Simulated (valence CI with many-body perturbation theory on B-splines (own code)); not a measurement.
# Forbidden lines of Ga XXV

Computed by valence CI with perturbative core correlation (CI+MBPT): five valence electrons over a frozen Dirac-Fock core [He], radial functions for each j: 9 s, 9 p, 8 d, 6 f, 3 g, 1 h, with the one-electron correlation potential Σ1 (screened to all orders), the two-electron term Σ2, the three-electron term Σ3, Breit, model QED; selected single and double excitations, second order for the rest (own B-spline code, finite nucleus).

No measured spectrum was set against this ion. As an estimate, levels of excited configurations hold to 0.05 to 0.15 % of their energy, terms of the ground configuration to about 0.5 %. Among the levels kept, up to 2000 cm⁻¹ of a level comes from second order outside the variational space, and about a tenth of that is noise between levels of different J, which matters for small intervals.

Lines 1 to 45 of 45 in falling wavelength, among levels below 12086 × 10³ cm⁻¹, chosen from the decays that carry over 1 % of a level's rate. Wavelengths and rates use the calculated energies, so an error of 900 cm⁻¹ moves a line at 551.7 Å by 0.5 % and its rate by three times that or more. Electric multipoles are in the length gauge, E1 and E2 with the static RPA response of the core. Weak lines are less certain than strong ones. Lines between different terms over intervals too small for the method are left out, as are lines whose strength nearly cancels.

Levels are named by their leading jj configuration (3d3/2^4 stands for four electrons in 3d with j = 3/2), which in mixed levels can hold well under half, so a name can repeat and another be missing. Letters in brackets count levels of one name in rising energy.

| λ vac (Å) | Upper | Lower | Type | A (s⁻¹) | Branch % |
| --- | --- | --- | --- | --- | --- |
| 1364 | (2s^2 2p1/2 2p3/2^2) J=5/2 | (2s^2 2p1/2 2p3/2^2) J=3/2 | M1 | 2.68e+03 | 10.4 |
| 583.4 | (2s^2 2p3/2^3) J=3/2 | (2s^2 2p1/2 2p3/2^2) J=1/2 | M1 | 2.91e+04 | 4.5 |
| 551.7 | (2s^2 2p1/2 2p3/2^2) J=1/2 | (2s^2 2p1/2 2p3/2^2) J=3/2 | M1 | 1.27e+04 | 4.8 |
| 479.2 | (2s^2 2p1/2 2p3/2^2) J=3/2 | (2s^2 2p1/2^2 2p3/2) J=3/2 | M1 | 1.52e+05 | 100.0 |
| 358.0 | (2s^2 2p3/2^3) J=3/2 | (2s^2 2p1/2 2p3/2^2) J=5/2 | M1 | 9.86e+04 | 15.3 |
| 354.6 | (2s^2 2p1/2 2p3/2^2) J=5/2 | (2s^2 2p1/2^2 2p3/2) J=3/2 | M1 | 2.30e+04 | 89.5 |
| 283.6 | (2s^2 2p3/2^3) J=3/2 | (2s^2 2p1/2 2p3/2^2) J=3/2 | M1 | 4.44e+05 | 68.8 |
| 256.4 | (2s^2 2p1/2 2p3/2^2) J=1/2 | (2s^2 2p1/2^2 2p3/2) J=3/2 | M1 | 2.53e+05 | 95.2 |
| 178.1 | (2s^2 2p3/2^3) J=3/2 | (2s^2 2p1/2^2 2p3/2) J=3/2 | M1 | 7.35e+04 | 11.4 |
| 9.554 | (2s^2 2p3/2^2 3d5/2) J=9/2 | (2s 2p1/2 2p3/2^3) J=5/2 | E2 | 7.31e+07 | 1.8 |
| 9.223 | (2s^2 2p1/2^2 3p1/2) J=1/2 | (2s^2 2p1/2 2p3/2^2) J=3/2 | E2 | 1.01e+09 | 2.3 |
| 9.204 | (2s^2 2p1/2 2p3/2 3p1/2) J=3/2 [a] | (2s^2 2p1/2 2p3/2^2) J=1/2 | E2 | 7.05e+08 | 1.4 |
| 9.171 | (2s^2 2p1/2 2p3/2 3p1/2) J=5/2 | (2s^2 2p1/2 2p3/2^2) J=1/2 | E2 | 4.34e+08 | 1.8 |
| 9.140 | (2s^2 2p1/2 2p3/2 3p1/2) J=1/2 | (2s^2 2p1/2 2p3/2^2) J=5/2 | E2 | 2.83e+09 | 6.8 |
| 9.081 | (2s^2 2p1/2 2p3/2 3p1/2) J=5/2 | (2s^2 2p1/2 2p3/2^2) J=5/2 | E2 | 1.51e+09 | 6.3 |
| 9.079 | (2s^2 2p1/2 2p3/2 3p1/2) J=1/2 | (2s^2 2p1/2 2p3/2^2) J=3/2 | E2 | 3.50e+09 | 8.4 |
| 9.075 | (2s^2 2p1/2 2p3/2 3p3/2) J=3/2 [b] | (2s^2 2p1/2 2p3/2^2) J=1/2 | E2 | 2.81e+09 | 1.9 |
| 9.070 | (2s^2 2p1/2 2p3/2 3p3/2) J=5/2 [a] | (2s^2 2p1/2 2p3/2^2) J=5/2 | E2 | 3.91e+09 | 4.9 |
| 9.062 | (2s^2 2p1/2 2p3/2 3p3/2) J=1/2 [a] | (2s^2 2p1/2 2p3/2^2) J=5/2 | E2 | 8.23e+08 | 1.1 |
| 9.061 | (2s^2 2p3/2^2 3p3/2) J=5/2 | (2s^2 2p3/2^3) J=3/2 | E2 | 3.05e+09 | 5.5 |
| 9.055 | (2s^2 2p1/2 2p3/2 3p3/2) J=5/2 [b] | (2s^2 2p1/2 2p3/2^2) J=1/2 | E2 | 2.44e+09 | 2.2 |
| 9.053 | (2s^2 2p1/2 2p3/2 3p1/2) J=3/2 [a] | (2s^2 2p1/2 2p3/2^2) J=3/2 | E2 | 5.18e+09 | 10.1 |
| 9.050 | (2s^2 2p3/2^2 3p3/2) J=7/2 | (2s^2 2p3/2^3) J=3/2 | E2 | 1.33e+09 | 2.4 |
| 9.049 | (2s^2 2p1/2^2 3p1/2) J=1/2 | (2s^2 2p1/2^2 2p3/2) J=3/2 | E2 | 7.24e+09 | 16.2 |
| 9.048 | (2s^2 2p3/2^2 3p1/2) J=5/2 | (2s^2 2p3/2^3) J=3/2 | E2 | 5.51e+09 | 5.4 |
| 9.044 | (2s^2 2p1/2 2p3/2 3p3/2) J=3/2 [a] | (2s^2 2p1/2 2p3/2^2) J=5/2 | E2 | 2.81e+09 | 1.8 |
| 9.022 | (2s^2 2p1/2 2p3/2 3p3/2) J=7/2 | (2s^2 2p1/2 2p3/2^2) J=5/2 | E2 | 1.76e+09 | 6.2 |
| 9.021 | (2s^2 2p1/2 2p3/2 3p1/2) J=5/2 | (2s^2 2p1/2 2p3/2^2) J=3/2 | E2 | 1.78e+09 | 7.5 |
| 9.003 | (2s^2 2p1/2 2p3/2 3p3/2) J=1/2 [a] | (2s^2 2p1/2 2p3/2^2) J=3/2 | E2 | 3.28e+09 | 4.3 |
| 8.987 | (2s^2 2p1/2 2p3/2 3p3/2) J=3/2 [b] | (2s^2 2p1/2 2p3/2^2) J=5/2 | E2 | 3.40e+09 | 2.3 |
| 8.985 | (2s^2 2p1/2 2p3/2 3p3/2) J=3/2 [a] | (2s^2 2p1/2 2p3/2^2) J=3/2 | E2 | 2.31e+09 | 1.5 |
| 8.974 | (2s^2 2p1/2^2 3p3/2) J=3/2 | (2s^2 2p1/2^2 2p3/2) J=3/2 | E2 | 4.46e+09 | 6.0 |
| 8.931 | (2s^2 2p1/2 2p3/2 3p3/2) J=1/2 [b] | (2s^2 2p1/2 2p3/2^2) J=5/2 | E2 | 9.07e+09 | 4.8 |
| 8.929 | (2s^2 2p3/2^2 3p1/2) J=1/2 | (2s^2 2p3/2^3) J=3/2 | E2 | 3.66e+09 | 2.5 |
| 8.873 | (2s^2 2p1/2 2p3/2 3p3/2) J=1/2 [b] | (2s^2 2p1/2 2p3/2^2) J=3/2 | E2 | 4.53e+09 | 2.4 |
| 8.854 | (2s^2 2p1/2 2p3/2 3p1/2) J=5/2 | (2s^2 2p1/2^2 2p3/2) J=3/2 | E2 | 2.74e+09 | 11.5 |
| 8.837 | (2s^2 2p3/2^2 3p3/2) J=5/2 | (2s^2 2p1/2 2p3/2^2) J=5/2 | E2 | 2.25e+09 | 4.1 |
| 8.826 | (2s^2 2p3/2^2 3p3/2) J=7/2 | (2s^2 2p1/2 2p3/2^2) J=5/2 | E2 | 3.46e+09 | 6.2 |
| 8.819 | (2s^2 2p1/2 2p3/2 3p3/2) J=3/2 [a] | (2s^2 2p1/2^2 2p3/2) J=3/2 | E2 | 1.85e+09 | 1.2 |
| 8.799 | (2s^2 2p1/2 2p3/2 3p3/2) J=7/2 | (2s^2 2p1/2^2 2p3/2) J=3/2 | E2 | 5.00e+09 | 17.6 |
| 8.780 | (2s^2 2p3/2^2 3p3/2) J=5/2 | (2s^2 2p1/2 2p3/2^2) J=3/2 | E2 | 1.83e+09 | 3.3 |
| 8.771 | (2s^2 2p1/2 2p3/2 3d5/2) J=9/2 | (2s^2 2p1/2 2p3/2^2) J=5/2 | M2 | 4.66e+07 | 1.3 |
| 8.770 | (2s^2 2p3/2^2 3p3/2) J=7/2 | (2s^2 2p1/2 2p3/2^2) J=3/2 | E2 | 2.88e+09 | 5.2 |
| 8.761 | (2s^2 2p3/2^2 3p3/2) J=3/2 [b] | (2s^2 2p1/2 2p3/2^2) J=1/2 | E2 | 4.05e+09 | 2.2 |
| 8.746 | (2s^2 2p1/2 2p3/2 3p3/2) J=5/2 [b] | (2s^2 2p1/2^2 2p3/2) J=3/2 | E2 | 1.78e+09 | 1.6 |
